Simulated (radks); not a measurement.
Task: The bismuth ion Bi4+, [Xe] 4f14 5d10 6s1. Calculated with a radial shooting solver on a logarithmic mesh with Libxc functionals: non-relativistic Kohn-Sham, PBE, spin-polarised, spherical densities, point nucleus. Every spin shell is full or empty, so the densities are truly spherical. Functionals are evaluated on that one density, not self-consistently. Rank these orbital-free kinetic functionals by their error against the exact value of the orbitals, and give that value: Thomas-Fermi, von Weizsacker, TF + vW, TF + vW/9, TF + vW/5, LC94, APBEK, revAPBEK, Perdew 92, LKT, Ernzerhof.

Result: Exact: 20091.6 hartree. From best to worst, with 100 (|E| - |E exact|)/|E exact| (equal figures are ties): LC94 +0.03, APBEK +0.05, revAPBEK +0.19, Ernzerhof -0.46, Perdew 92 -0.66, TF + vW/9 -0.67, TF + vW/5 +2.44, Thomas-Fermi -4.55, LKT +15.71, TF + vW +30.42, von Weizsacker -65.03.
